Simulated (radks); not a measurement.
Effect of the nuclear size on the bismuth ion Bi+, [Hg] 6p2. All-electron calculation, Dirac Kohn-Sham, relativistic LDA (MacDonald-Vosko exchange, VWN5 correlation), spin-unpolarised, spherical densities, finite nucleus; open shells are shared between the two j in proportion to 2j + 1; Fermi nuclear charge, rms radius 5.5211 fm. Program: a radial shooting solver on a logarithmic mesh with Libxc functionals. The rms radius is varied about that value; shifts are against it.

| rms radius (fm) | total energy shift (eV) | density at nucleus (e/bohr^3) | 1s1/2 shift (meV) | 2s1/2 shift (meV) | 5p1/2 shift (meV) | 6s1/2 shift (meV) | 6p1/2 shift (meV) | 6p3/2 shift (meV) | 7s1/2 (empty) shift (meV) |
|---|---|---|---|---|---|---|---|---|---|
| 4.7261 | -38.4 | 3.132e+06 | -15200 | -2330 | 0.432 | -3.51 | 0.378 | 0.502 | -0.563 |
| 5.2947 | -11.3 | 2.977e+06 | -4450 | -683 | 0.126 | -1.03 | 0.111 | 0.147 | -0.165 |
| 5.5211 | 0 | 2.922e+06 | 0.000 | 0.000 | 0.000 | 0.000 | 0.000 | 0.000 | 0.000 |
| 5.8579 | 17.3 | 2.845e+06 | 6810 | 1050 | -0.191 | 1.57 | -0.170 | -0.226 | 0.253 |
| 6.4652 | 49.8 | 2.723e+06 | 19700 | 3020 | -0.548 | 4.54 | -0.489 | -0.651 | 0.729 |

Slopes of the eigenvalues against <r^2> in GHz/fm^2, as finite differences over the two radii next to the reference (eigenvalue slopes, not the field-shift constants of lines): 1s1/2 434000, 2s1/2 66500, 5p1/2 -12.2, 6s1/2 100, 6p1/2 -10.8, 6p3/2 -14.4, 7s1/2 (empty) 16.1.
